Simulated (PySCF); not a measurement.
`InChI=1S/C4H7NSi2/c5-3-4(7)1-2-6/h2H,6-7H3`

Geometry:
| atom | x (Å) | y (Å) | z (Å) |
| --- | --- | --- | --- |
| N1 | -1.698 | 1.984 | -2.335 |
| C2 | -1.378 | 1.183 | -1.577 |
| C3 | -1.039 | 0.208 | -0.628 |
| Si4 | -2.432 | -0.350 | 0.536 |
| C5 | 0.173 | -0.286 | -0.580 |
| C6 | 1.376 | -0.725 | -0.433 |
| Si7 | 2.650 | 0.116 | 0.683 |
| H8 | -1.869 | -1.398 | 1.388 |
| H9 | -2.858 | 0.808 | 1.323 |
| H10 | -3.535 | -0.854 | -0.282 |
| H11 | 1.706 | -1.600 | -0.976 |
| H12 | 3.794 | 0.495 | -0.148 |
| H13 | 2.044 | 1.284 | 1.317 |
| H14 | 3.064 | -0.865 | 1.690 |

Method used: TDDFT CAM-B3LYP/def2-SVPD circular dichroism and optical rotation, one conformer, gas phase (PySCF). Geometry: GFN2-xTB.

No stereocentre is labelled: unless the shape is locked (an allene, a helicene, a hindered biaryl), the mirror image is equally populated and a measured rotation or CD is zero.

(1) Draw the ECD and absorption spectra from the lowest 16 states, each a Gaussian of half-width 0.2 eV at 1/e height.

## Answers

(1) 
| E (eV) | λ (nm) | Δε (L mol⁻¹ cm⁻¹) | ε (L mol⁻¹ cm⁻¹) |
| --- | --- | --- | --- |
| 4.89 | 254 | +0.01 | 0.336 |
| 4.99 | 249 | +0.06 | 3.19 |
| 5.09 | 244 | +0.33 | 18.4 |
| 5.19 | 239 | +1.14 | 64.3 |
| 5.29 | 235 | +2.43 | 137 |
| 5.39 | 230 | +3.23 | 184 |
| 5.49 | 226 | +2.84 | 179 |
| 5.59 | 222 | +1.99 | 314 |
| 5.69 | 218 | +1.69 | 1570 |
| 5.79 | 214 | +2.83 | 6810 |
| 5.89 | 211 | +6.22 | 18600 |
| 5.99 | 207 | +10.01 | 31100 |
| 6.09 | 204 | +10.08 | 31400 |
| 6.19 | 200 | +6.16 | 19300 |
| 6.29 | 197 | +2.20 | 7170 |
| 6.39 | 194 | +0.15 | 1630 |
| 6.49 | 191 | -0.97 | 279 |
| 6.59 | 188 | -2.76 | 506 |
| 6.69 | 185 | -8.25 | 3030 |
| 6.79 | 183 | -23.10 | 12400 |
| 6.89 | 180 | -49.37 | 32300 |
| 6.99 | 177 | -70.95 | 51900 |
| 7.09 | 175 | -60.79 | 51600 |
| 7.19 | 173 | -16.97 | 32500 |
| 7.29 | 170 | +32.59 | 14700 |
| 7.39 | 168 | +56.92 | 7400 |
| 7.49 | 166 | +43.87 | 7950 |
| 7.59 | 163 | +10.73 | 15000 |
| 7.69 | 161 | -16.17 | 24600 |
| 7.79 | 159 | -23.18 | 27100 |
| 7.89 | 157 | -11.52 | 20600 |
| 7.99 | 155 | +2.18 | 14600 |
| 8.09 | 153 | -8.73 | 13800 |
| 8.19 | 151 | -45.74 | 14200 |

Δε uses R in velocity form, ε uses f in length form. Only the states computed contribute, so the short-wavelength end is incomplete.

The sign of the CD band at 148 nm isn't settled: the length form gives the opposite one.
